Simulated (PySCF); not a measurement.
## Electron correlation in C²⁺ (carbon, charge +2)

[He] 2p2, high-spin 3P determinant (an excited configuration). Computed with PySCF 2.14 in x2c-QZVPPall (7s4p3d2f1g, 57 functions), with the spin-free X2C one-electron Hamiltonian (Gaussian nucleus). Frozen: nothing; 4 electrons correlated.

MP2 pair energies summed by pair of shells (mhartree):

```
 pair  energy  share (%)
1s-1s  -16.13       54.6
2p-2p   -7.62       25.8
1s-2p   -5.82       19.7
```

Total MP2 correlation energy: -29.57 mhartree.

Same-spin part -10.19 and opposite-spin part -19.38 mhartree; SCS-MP2 scales them by 1/3 and 6/5 to -26.65 mhartree.

This basis was not built for core-valence correlation, so the inner-shell part is incomplete.
